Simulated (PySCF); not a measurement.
C₄H₁₂OSi. Atoms are numbered in the order given.

```xyz
18

C     -2.7027    -0.3351     0.9818
C     -2.2694    -0.9050    -0.3678
C     -1.1469    -0.1125    -1.0182
O     -0.0090    -0.1538    -0.1853
C      1.0851     0.5967    -0.6584
Si     2.5143     0.4112     0.5795
H     -1.8502    -0.3013     1.6760
H     -3.4972    -0.9448     1.4396
H     -3.0876     0.6930     0.8736
H     -1.9303    -1.9482    -0.2468
H     -3.1215    -0.9298    -1.0691
H     -1.4612     0.9418    -1.1771
H     -0.9024    -0.5297    -2.0175
H      0.8216     1.6705    -0.7741
H      1.4105     0.2521    -1.6641
H      2.0990     0.9134     1.9195
H      2.9159    -1.0195     0.6904
H      3.6786     1.2114     0.0940
```
Charge 0, spin multiplicity 1.

Coordinates come from a B3LYP-D3(BJ)/def2-SVP optimisation. Other conformers were not sampled.

All values below come from PBE0/pcSseg-1 run with PySCF.

GIAO shieldings, no solvent; atoms listed in one row are averaged. δ = σ(ref) − σ: ¹³C against TMS (σ = 186.3 ppm); ¹⁷O against H2O (σ = 334.2 ppm); ²⁹Si against TMS (σ = 352.7 ppm); ¹H against TMS (σ = 31.56 ppm), references at their B3LYP-D3(BJ)/def2-TZVP geometries, non-relativistic.

Computed chemical shifts:
| nucleus | atoms | count | δ (ppm) |
|---|---|---|---|
| ¹³C | C3 | 1 | 81.1 |
| ¹³C | C5 | 1 | 60.8 |
| ¹³C | C2 | 1 | 29.0 |
| ¹³C | C1 | 1 | 15.4 |
| ¹⁷O | O4 | 1 | 29.3 |
| ²⁹Si | Si6 | 1 | -68.0 |
| ¹H | H16, H17, H18 | 3 | 4.18 |
| ¹H | H13 | 1 | 3.73 |
| ¹H | H14, H15 | 2 | 3.50 |
| ¹H | H12 | 1 | 3.29 |
| ¹H | H10 | 1 | 1.97 |
| ¹H | H11 | 1 | 1.50 |
| ¹H | H7, H8, H9 | 3 | 1.33 |
